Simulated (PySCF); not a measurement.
Cl2, charge -1, doublet, geometry from GFN2-xTB (a state made from the parent by changing its charge; the spin is typed, not shown lowest) (in this run its highest filled SCF level lies above zero, so its values depend strongly on the basis, on diffuse functions most of all), atoms displaced at random by about 0.03 Å a coordinate; PBE/STO-3G, gradient by finite differences in PySCF.

PySCF was given this input:
```python
from pyscf import gto, scf, dft

mol = gto.M(
    atom='''
Cl   -0.00699098    0.02731781   -1.29607107
Cl   -0.00615833   -0.02333615    1.29461600
''',
    basis='sto-3g',
    charge=-1,
    spin=1,
    verbose=4,
)

mf = dft.UKS(mol)
mf.xc = 'pbe'
mf.conv_tol = 1e-11
mf.kernel()
scan, done = mf.as_scanner(), []
scan.scf_summary = {}
def energy(d):
    c = mol.atom_coords()
    c[1, 1] += d
    e = scan(mol.set_geom_(c, unit='Bohr', inplace=False))
    done.append(scan.converged)
    return e
h = 1e-4
fd = (energy(h) - energy(-h)) / (2 * h)
print('dE/dx =', fd)
```

Output, abridged:

```
PySCF version 2.14.0

[INPUT] verbose = 4
[INPUT] num. atoms = 2
[INPUT] num. electrons = 35
[INPUT] charge = -1
[INPUT] spin (= nelec alpha-beta = 2S) = 1
[INPUT] symmetry False subgroup None
[INPUT] Mole.unit = angstrom
[INPUT] Symbol           X                Y                Z      unit          X                Y                Z       unit  Magmom
[INPUT]  1 Cl    -0.006990980000   0.027317810000  -1.296071070000 AA   -0.013211037542   0.051623179223  -2.449219360272 Bohr   0.0
[INPUT]  2 Cl    -0.006158330000  -0.023336150000   1.294616000000 AA   -0.011637557085  -0.044098932302   2.446469676480 Bohr   0.0

nuclear repulsion = 59.0202435936439
number of shells = 10
number of NR pGTOs = 54
number of NR cGTOs = 18
basis = sto-3g
ecp = {}

******** <class 'pyscf.dft.uks.UKS'> ********
method = UKS
initial guess = minao
damping factor = 0
level_shift factor = 0
DIIS = <class 'pyscf.scf.diis.CDIIS'>
diis_start_cycle = 1
diis_space = 8
diis_damp = 0
SCF conv_tol = 1e-11
SCF conv_tol_grad = None
SCF max_cycles = 50
direct_scf = True
direct_scf_tol = 1e-13
number electrons alpha = 18  beta = 17
XC library pyscf.dft.libxc version 7.1.2
    S. Lehtola, C. Steigemann, M. J. T. Oliveira, and M. A. L. Marques,  SoftwareX 7, 1–5 (2018)
XC functionals = pbe
    J. P. Perdew, K. Burke, and M. Ernzerhof,  Phys. Rev. Lett. 77, 3865 (1996)
    J. P. Perdew, K. Burke, and M. Ernzerhof,  Phys. Rev. Lett. 78, 1396 (1997)
    J. P. Perdew, K. Burke, and M. Ernzerhof,  Phys. Rev. Lett. 77, 3865 (1996)
    J. P. Perdew, K. Burke, and M. Ernzerhof,  Phys. Rev. Lett. 78, 1396 (1997)
radial grids:
    Treutler-Ahlrichs [JCP 102, 346 (1995); DOI:10.1063/1.469408] (M4) radial grids

becke partition: Becke, JCP 88, 2547 (1988); DOI:10.1063/1.454033
pruning grids: <function nwchem_prune>
grids dens level: 3
symmetrized grids: False
atomic radii adjust function: <function treutler_atomic_radii_adjust>
small_rho_cutoff = 0
Set gradient conv threshold to 3.16228e-06
tot grids = 37760
init E= -909.202564375024
cycle= 1 E= -909.915445815847  delta_E= -0.713  |g|= 0.0251  |ddm|=  1.2
cycle= 2 E= -909.916120009095  delta_E= -0.000674  |g|= 0.00332  |ddm|= 0.0714
cycle= 3 E= -909.916139110633  delta_E= -1.91e-05  |g|= 0.00018  |ddm|= 0.011
cycle= 4 E= -909.916139166805  delta_E= -5.62e-08  |g|= 2.29e-08  |ddm|= 0.000563
cycle= 5 E= -909.916139166805  delta_E= -4.55e-13  |g|= 5.83e-12  |ddm|= 7.16e-08
Extra cycle  E= -909.916139166805  delta_E=    0  |g|= 9.95e-13  |ddm|= 2.14e-11
converged SCF energy = -909.916139166805  <S^2> = 0.75  2S+1 = 2
Create scanner for <class 'pyscf.dft.uks.UKS'>

WARN: Mole.unit (angstrom) is changed to Bohr

New geometry
   1 Cl    -0.006990980000   0.027317810000  -1.296071070000 AA   -0.013211037542   0.051623179223  -2.449219360272 Bohr
   2 Cl    -0.006158330000  -0.023283232279   1.294616000000 AA   -0.011637557085  -0.043998932302   2.446469676480 Bohr

******** <class 'pyscf.scf.hf.UKS_Scanner'> ********
method = UKS_Scanner
initial guess = minao
damping factor = 0
level_shift factor = 0
DIIS = <class 'pyscf.scf.diis.CDIIS'>
diis_start_cycle = 1
diis_space = 8
diis_damp = 0
SCF conv_tol = 1e-11
SCF conv_tol_grad = None
SCF max_cycles = 50
direct_scf = True
direct_scf_tol = 1e-13
number electrons alpha = 18  beta = 17
XC library pyscf.dft.libxc version 7.1.2
    S. Lehtola, C. Steigemann, M. J. T. Oliveira, and M. A. L. Marques,  SoftwareX 7, 1–5 (2018)
XC functionals = pbe
    J. P. Perdew, K. Burke, and M. Ernzerhof,  Phys. Rev. Lett. 77, 3865 (1996)
    J. P. Perdew, K. Burke, and M. Ernzerhof,  Phys. Rev. Lett. 78, 1396 (1997)
    J. P. Perdew, K. Burke, and M. Ernzerhof,  Phys. Rev. Lett. 77, 3865 (1996)
    J. P. Perdew, K. Burke, and M. Ernzerhof,  Phys. Rev. Lett. 78, 1396 (1997)
radial grids:
    Treutler-Ahlrichs [JCP 102, 346 (1995); DOI:10.1063/1.469408] (M4) radial grids

becke partition: Becke, JCP 88, 2547 (1988); DOI:10.1063/1.454033
pruning grids: <function nwchem_prune>
grids dens level: 3
symmetrized grids: False
atomic radii adjust function: <function treutler_atomic_radii_adjust>
small_rho_cutoff = 0
Set gradient conv threshold to 3.16228e-06
tot grids = 37760
init E= -909.916139205767
cycle= 1 E= -909.916139152734  delta_E= 5.3e-08  |g|= 6.22e-08  |ddm|= 3.44e-05
cycle= 2 E= -909.916139152734  delta_E= -2.27e-13  |g|= 4.06e-09  |ddm|= 1.1e-06
Extra cycle  E= -909.916139152734  delta_E= 2.27e-13  |g|= 5.27e-10  |ddm|= 5.19e-08
converged SCF energy = -909.916139152734  <S^2> = 0.75  2S+1 = 2

WARN: Mole.unit (angstrom) is changed to Bohr

New geometry
   1 Cl    -0.006990980000   0.027317810000  -1.296071070000 AA   -0.013211037542   0.051623179223  -2.449219360272 Bohr
   2 Cl    -0.006158330000  -0.023389067721   1.294616000000 AA   -0.011637557085  -0.044198932302   2.446469676480 Bohr

******** <class 'pyscf.scf.hf.UKS_Scanner'> ********
method = UKS_Scanner
initial guess = minao
damping factor = 0
level_shift factor = 0
DIIS = <class 'pyscf.scf.diis.CDIIS'>
diis_start_cycle = 1
diis_space = 8
diis_damp = 0
SCF conv_tol = 1e-11
SCF conv_tol_grad = None
SCF max_cycles = 50
direct_scf = True
direct_scf_tol = 1e-13
number electrons alpha = 18  beta = 17
XC library pyscf.dft.libxc version 7.1.2
    S. Lehtola, C. Steigemann, M. J. T. Oliveira, and M. A. L. Marques,  SoftwareX 7, 1–5 (2018)
XC functionals = pbe
    J. P. Perdew, K. Burke, and M. Ernzerhof,  Phys. Rev. Lett. 77, 3865 (1996)
    J. P. Perdew, K. Burke, and M. Ernzerhof,  Phys. Rev. Lett. 78, 1396 (1997)
    J. P. Perdew, K. Burke, and M. Ernzerhof,  Phys. Rev. Lett. 77, 3865 (1996)
    J. P. Perdew, K. Burke, and M. Ernzerhof,  Phys. Rev. Lett. 78, 1396 (1997)
radial grids:
    Treutler-Ahlrichs [JCP 102, 346 (1995); DOI:10.1063/1.469408] (M4) radial grids

becke partition: Becke, JCP 88, 2547 (1988); DOI:10.1063/1.454033
pruning grids: <function nwchem_prune>
grids dens level: 3
symmetrized grids: False
atomic radii adjust function: <function treutler_atomic_radii_adjust>
small_rho_cutoff = 0
Set gradient conv threshold to 3.16228e-06
tot grids = 37760
init E= -909.91613907473
cycle= 1 E= -909.91613918089  delta_E= -1.06e-07  |g|= 1.24e-07  |ddm|= 6.89e-05
cycle= 2 E= -909.916139180891  delta_E= -7.96e-13  |g|= 8.14e-09  |ddm|= 2.19e-06
Extra cycle  E= -909.91613918089  delta_E= 5.68e-13  |g|= 1.06e-09  |ddm|= 1.04e-07
converged SCF energy = -909.91613918089  <S^2> = 0.75  2S+1 = 2
dE/dx = 0.00014078011645324295
```
